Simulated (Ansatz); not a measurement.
Reactions of CH3NO2Si, SMILES `OC1=N[SiH]1O`.

Gas-phase electronic energies from Ansatz, PBE0-D4/def2-TZVP geometries. CCSD(T)/CBS is the MP2 limit (def2-TZVPP, def2-QZVPP) plus CCSD(T) − MP2 in def2-TZVPP, frozen cores. This one scheme is used for every species, atoms too. DFT in def2-TZVPP. No spin–orbit coupling; open shells (•) take unrestricted orbitals. Spin–orbit coupling would lower the free atoms: a little for C, O, Si. Each species was taken in one conformer, which may not be the lowest.

```csv
reaction,CCSD/CBS(def2) (kJ/mol),ωB97X-V (kJ/mol),CCSD(T)/CBS(def2) (kJ/mol)
`OC1=N[SiH]1O` + H₂ → `O[SiH]1C=N1` + H₂O,-33,-15,-28
`OC1=N[SiH]1O` → C• + 3 H• + N• + 2 O• + Si•,3101,3191,3178
`OC1=N[SiH]1O` → `N[SiH]1OC1=O`,-41,-51,-44
`OC1=N[SiH]1O` + HCl → `O[SiH]1N=C1Cl` + H₂O,24,33,22
`OC1=N[SiH]1O` → `N=C1O[SiH]1O`,-32,-33,-33
`OC1=N[SiH]1O` → `O=C=N[SiH2]O`,-205,-206,-202
```

Largest T1 diagnostic: 0.017, for `N[SiH]1OC1=O`.
